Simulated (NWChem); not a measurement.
System: GeCl4; SMILES [Cl][Ge]([Cl])([Cl])[Cl]

Parts of the log:

```
             Northwest Computational Chemistry Package (NWChem) 7.3.0
             --------------------------------------------------------

 C1  symmetry detected

                             Geometry "geometry" -> ""
                             -------------------------

 Output coordinates in angstroms (scale by  1.889725989 to convert to a.u.)

  No.       Tag          Charge          X              Y              Z
 ---- ---------------- ---------- -------------- -------------- --------------
    1 Cl                  17.0000    -1.22469102    -0.18435677    -1.72887189
    2 Ge                  32.0000     0.00004419    -0.00004376     0.00016554
    3 Cl                  17.0000     1.99741075     0.43251787    -0.58880791
    4 Cl                  17.0000    -0.73505143     1.57616713     1.22437777
    5 Cl                  17.0000    -0.03775148    -1.82424585     1.09299043

 Effective nuclear repulsion energy (a.u.)     805.6052707725

  pbe96 is a nonlocal functional; adding pw91lda local functional.

                                 NWChem DFT Module
                                 -----------------

 Summary of "ao basis" -> "ao basis" (spherical)
 ------------------------------------------------------------------------------
       Tag                 Description            Shells   Functions and Types
 ---------------- ------------------------------  ------  ---------------------
 Cl                         def2-svp                 8       18   4s3p1d
 Ge                         def2-svp                12       32   5s4p3d

            General Information
            -------------------
          SCF calculation type: DFT
          Wavefunction type:  closed shell.
          No. of atoms     :     5
          No. of electrons :   100
           Alpha electrons :    50
            Beta electrons :    50
          Charge           :     0
          Spin multiplicity:     1
          Use of symmetry is: off; symmetry adaption is: off
          Maximum number of iterations: 200
          AO basis - number of functions:   104
                     number of shells:    44
          Convergence on energy requested:  1.00D-06
          Convergence on density requested:  1.00D-05
          Convergence on gradient requested:  5.00D-04

              XC Information
              --------------
          PerdewBurkeErnzerhof Exchange Functional  1.000
            Perdew 1991 LDA Correlation Functional  1.000 local
           PerdewBurkeErnz. Correlation Functional  1.000 non-local

             Grid Information
             ----------------
          Grid used for XC integration:  medium
          Radial quadrature: Mura-Knowles
          Angular quadrature: Lebedev.
          Tag              B.-S. Rad. Rad. Pts. Rad. Cut. Ang. Pts.
          ---              ---------- --------- --------- ---------
          Cl                  1.00       88           9.0       590
          Ge                  1.25      112           7.0       590
          Grid pruning is: on
          Number of quadrature shells:   464
          Spatial weights used:  Erf1

      Superposition of Atomic Density Guess
      -------------------------------------

 Sum of atomic energies:       -3912.33756716

      Non-variational initial energy
      ------------------------------

 Total energy =   -3913.284635
 1-e energy   =   -7044.106491
 2-e energy   =    2325.216585
 HOMO         =      -0.424170
 LUMO         =      -0.012666

   convergence    iter        energy       DeltaE   RMS-Dens  Diis-err
 ---------------- ----- ----------------- --------- --------- ---------
 d= 0,ls=0.0,diis     1  -3915.9329638307 -4.72D+03  2.38D-02  1.13D+00
 d= 0,ls=0.0,diis     2  -3915.6692490769  2.64D-01  1.61D-02  2.81D+00
 d= 0,ls=0.0,diis     3  -3916.0568793650 -3.88D-01  1.86D-03  1.34D-01
 d= 0,ls=0.0,diis     4  -3916.0665316320 -9.65D-03  5.31D-04  1.36D-02
 d= 0,ls=0.0,diis     5  -3916.0674867686 -9.55D-04  1.23D-04  1.95D-04
 d= 0,ls=0.0,diis     6  -3916.0675047194 -1.80D-05  2.95D-05  8.12D-06
 d= 0,ls=0.0,diis     7  -3916.0675057049 -9.85D-07  4.78D-06  3.17D-07

         Total DFT energy =    -3916.067505704857
      One electron energy =    -7040.898887580554
           Coulomb energy =     2510.280841349272
    Exchange-Corr. energy =     -191.054730246059
 Nuclear repulsion energy =      805.605270772484

 Numeric. integr. density =       99.999999942719

                       DFT Final Molecular Orbital Analysis
                       ------------------------------------

 Vector   48  Occ=2.000000D+00  E=-2.936781D-01
              MO Center=  1.9D-01, -1.8D-02,  6.3D-01, r^2= 5.2D+00
   Bfn.  Coefficient  Atom+Function         Bfn.  Coefficient  Atom+Function
  ----- ------------  ---------------      ----- ------------  ---------------
    62      0.322711  3 Cl py                80     -0.262254  4 Cl py
    97      0.262316  5 Cl px                99     -0.258658  5 Cl pz
    81      0.255080  4 Cl pz                59      0.244505  3 Cl py
    77     -0.198690  4 Cl py                94      0.198729  5 Cl px
    96     -0.195953  5 Cl pz                78      0.193243  4 Cl pz

 Vector   49  Occ=2.000000D+00  E=-2.936619D-01
              MO Center= -1.3D-01, -5.5D-01, -2.4D-01, r^2= 5.2D+00
   Bfn.  Coefficient  Atom+Function         Bfn.  Coefficient  Atom+Function
  ----- ------------  ---------------      ----- ------------  ---------------
    12      0.363346  1 Cl py                97     -0.307078  5 Cl px
     9      0.275287  1 Cl py                94     -0.232648  5 Cl px
    99     -0.229135  5 Cl pz                63      0.210788  3 Cl pz
    96     -0.173593  5 Cl pz                62     -0.169141  3 Cl py
     6      0.159112  1 Cl py                60      0.159698  3 Cl pz

 Vector   50  Occ=2.000000D+00  E=-2.936565D-01
              MO Center= -6.1D-02,  5.7D-01, -3.9D-01, r^2= 5.1D+00
   Bfn.  Coefficient  Atom+Function         Bfn.  Coefficient  Atom+Function
  ----- ------------  ---------------      ----- ------------  ---------------
    79      0.341182  4 Cl px                63     -0.326513  3 Cl pz
    11     -0.307402  1 Cl px                76      0.258487  4 Cl px
    60     -0.247370  3 Cl pz                 8     -0.232896  1 Cl px
    13      0.202286  1 Cl pz                81      0.160658  4 Cl pz
    62     -0.157236  3 Cl py                10      0.153256  1 Cl pz

 Vector   51  Occ=0.000000D+00  E=-1.138764D-01
              MO Center=  1.3D-04, -1.1D-04,  5.1D-04, r^2= 4.5D+00
   Bfn.  Coefficient  Atom+Function         Bfn.  Coefficient  Atom+Function
  ----- ------------  ---------------      ----- ------------  ---------------
    22      1.049637  2 Ge s                 21     -0.469298  2 Ge s
    61      0.367804  3 Cl px                98     -0.336100  5 Cl py
    13     -0.318330  1 Cl pz                23      0.318038  2 Ge s
    80      0.290383  4 Cl py                11     -0.225457  1 Cl px
    81      0.225383  4 Cl pz                58      0.208228  3 Cl px

 Vector   52  Occ=0.000000D+00  E=-8.498901D-03
              MO Center=  1.1D-01,  3.4D-03,  6.7D-02, r^2= 3.8D+00
   Bfn.  Coefficient  Atom+Function         Bfn.  Coefficient  Atom+Function
  ----- ------------  ---------------      ----- ------------  ---------------
    35      0.885430  2 Ge pz                32      0.564526  2 Ge pz
     4      0.360722  1 Cl s                 11      0.325921  1 Cl px
    98     -0.296901  5 Cl py                80      0.282576  4 Cl py
    29     -0.255668  2 Ge pz                13      0.238101  1 Cl pz
    63     -0.239071  3 Cl pz                72     -0.230130  4 Cl s

 Vector   53  Occ=0.000000D+00  E=-8.463095D-03
              MO Center= -1.4D-01, -5.7D-02,  6.7D-02, r^2= 3.8D+00
   Bfn.  Coefficient  Atom+Function         Bfn.  Coefficient  Atom+Function
  ----- ------------  ---------------      ----- ------------  ---------------
    33      0.886406  2 Ge px                30      0.565060  2 Ge px
    54     -0.396578  3 Cl s                 61      0.374491  3 Cl px
    13      0.305313  1 Cl pz                97     -0.267893  5 Cl px
    27     -0.255905  2 Ge px                80     -0.216081  4 Cl py
     4      0.193773  1 Cl s                 53     -0.178171  3 Cl s

     Multipole analysis of the density
     ---------------------------------

     L   x y z        total         alpha         beta         nuclear
     -   - - -        -----         -----         ----         -------
     0   0 0 0      0.000000    -50.000000    -50.000000    100.000000

     1   1 0 0      0.000136      0.000068      0.000068      0.000000
     1   0 1 0     -0.000143     -0.000072     -0.000072      0.000000
     1   0 0 1      0.000483      0.000242      0.000242      0.000000

     2   2 0 0    -49.240395   -207.692847   -207.692847    366.145299
     2   1 1 0     -0.000114     -0.000057     -0.000057      0.000000
     2   1 0 1     -0.000478     -0.000239     -0.000239     -0.000000
     2   0 2 0    -49.239388   -207.752787   -207.752787    366.266186
     2   0 1 1     -0.000306     -0.000153     -0.000153      0.000000
     2   0 0 2    -49.240349   -207.637525   -207.637525    366.034702

            General Information
            -------------------
          SCF calculation type: DFT
          Wavefunction type:  closed shell.
          No. of atoms     :     5
          No. of electrons :   100
           Alpha electrons :    50
            Beta electrons :    50
          Charge           :     0
          Spin multiplicity:     1
          Use of symmetry is: off; symmetry adaption is: off
          Maximum number of iterations: 200
          AO basis - number of functions:   104
                     number of shells:    44
          Convergence on energy requested:  1.00D-06
          Convergence on density requested:  1.00D-05
          Convergence on gradient requested:  5.00D-04

              XC Information
              --------------
          PerdewBurkeErnzerhof Exchange Functional  1.000
            Perdew 1991 LDA Correlation Functional  1.000 local
           PerdewBurkeErnz. Correlation Functional  1.000 non-local

             Grid Information
             ----------------
          Grid used for XC integration:  medium
          Radial quadrature: Mura-Knowles
          Angular quadrature: Lebedev.
          Tag              B.-S. Rad. Rad. Pts. Rad. Cut. Ang. Pts.
          ---              ---------- --------- --------- ---------
          Cl                  1.00       88           9.0       590
          Ge                  1.25      112           7.0       590
          Grid pruning is: on
          Number of quadrature shells:   464
          Spatial weights used:  Erf1

          Convergence Information
          -----------------------
          Convergence aids based upon iterative change in
          total energy or number of iterations.
          Levelshifting, if invoked, occurs when the
          HOMO/LUMO gap drops below (HL_TOL):  1.00D-02
          DIIS, if invoked, will attempt to extrapolate
          using up to (NFOCK): 20 stored Fock matrices.

                    Damping( 0%)  Levelshifting(0.5)       DIIS
                  --------------- ------------------- ---------------
          dE  on:    start            ASAP                start
          dE off:    2 iters        200 iters           200 iters

                            NWChem DFT Gradient Module
                            --------------------------

  charge          =   0.00
  wavefunction    = closed shell

                         DFT ENERGY GRADIENTS

    atom               coordinates                        gradient
                 x          y          z           x          y          z
   1 Cl     -2.314330  -0.348384  -3.267094    0.004582   0.000691   0.006474
   2 Ge      0.000084  -0.000083   0.000313    0.000008  -0.000011   0.000024
   3 Cl      3.774559   0.817340  -1.112686   -0.007478  -0.001614   0.002198
   4 Cl     -1.389046   2.978524   2.313738    0.002748  -0.005882  -0.004594
   5 Cl     -0.071340  -3.447325   2.065452    0.000140   0.006817  -0.004103
```

Level: PBE/def2-SVP. Structure relaxed at the PBE0/def2-SVP level.

Q: Write an input that gives this output.

A: Several could match; the one computed here: the input that was run:
```
start job
memory heap 200 mb stack 900 mb global 1100 mb
geometry units angstroms noautoz
  Cl    -0.945010    -1.521411    -1.146787
  Ge     0.000024     0.000104     0.000131
  Cl     2.077709    -0.423657     0.164825
  Cl    -0.266169     1.879328    -0.959640
  Cl    -0.866438     0.065449     1.941363
end
basis spherical
  * library def2-svp
end
dft
  xc xpbe96 cpbe96
  iterations 200
  convergence diis 20
end
task dft gradient
```
